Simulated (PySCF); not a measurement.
Compound: C₄HF₂O₂ (doublet state).
Cartesian coordinates in Å at the GFN2-xTB level; atoms count from 1:
```
atom  x, y, z in Å
O1     1.972    1.093   -1.236
C2     1.574    0.415   -0.321
O3     2.366   -0.128    0.615
C4     0.201    0.098   -0.110
C5    -1.002   -0.124   -0.002
C6    -2.313   -0.387    0.142
F7    -3.256    0.054   -0.668
F8    -2.821   -1.122    1.114
H9     3.291    0.106    0.441
```

The hyperfine couplings belong to this conformer and change with its torsions.

As a line formula: `O=C(O)C#C[C](F)F` [radical].

Computed, not measured: UKS B3LYP, pcH-1 on C F H O, non-relativistic, mean-field spin-orbit, GIAO (PySCF 2.14.0). One conformer (not necessarily the lowest) at the GFN2-xTB geometry, without solvent, vibrations or thermal averaging. Couplings are sensitive to structure, and on GFN2-xTB geometries they can be far from those on DFT ones. Stability of the SCF solution: not tested.

(1) Match the computed a_iso(17O) values -8.0, +0.8 MHz with the sites O1; O3.

(2) Match the computed a_iso(13C) values -67.7, +61.7, +40.8, -24.8 MHz with the sites C2; C4; C5; C6.

Answers

(1) 
| site | a_iso (MHz) | ρ(0) (bohr⁻³) | position | distance from C6 (Å) | spin population | largest \|T\| (MHz) |
| --- | --- | --- | --- | --- | --- | --- |
| O1 | -8.0 | +0.0131 | 2 bonds from C4 | 4.74 | +0.11 | 34.6 |
| O3 | +0.8 | -0.0013 | 2 bonds from C4 | 4.71 | +0.01 | 4.9 |

(2) 
```
site  a_iso (MHz)  ρ(0) (bohr⁻³)                 position  distance from C6 (Å)  spin population  largest |T| (MHz)
  C2        -24.8        -0.0221           1 bond from C4                  4.00            -0.04                2.4
  C4        +40.8        +0.0363         a main spin site                  2.57            +0.49               72.6
  C5        -67.7        -0.0603           1 bond from C4                  1.34            -0.20               19.4
  C6        +61.7        +0.0548  largest spin population                  0.00            +0.54              118.5
```

ρ(0) is the spin density at the nucleus and T the dipolar tensor. The Mulliken spin populations are largest on C6 (+0.54), C4 (+0.49), C5 (-0.20) and O1 (+0.11). The positive populations add up to 1.24 and the negative ones to -0.24, together 2S = 1. The angles at C6 add up to 360.0°, so it is planar. Main spin sites, with 60 % or more of the largest population: C4, C6; positions count bonds from the nearest.

F7 and F8 aren't averaged: C6 is flat or nearly so (angle sum 360°), and its turn about the short C6–C5 bond (1.34 Å) is taken as slow.

The SMILES `O=C(O)C#C[C](F)F` draws the unpaired electron on C6, whose computed spin population is only +0.54.

The run took 33 s of wall time (grids of density and orbitals included) on an Arm Neoverse V2 with one thread, no GPU (shared host), and the process peaked at 0.70 GiB of memory.
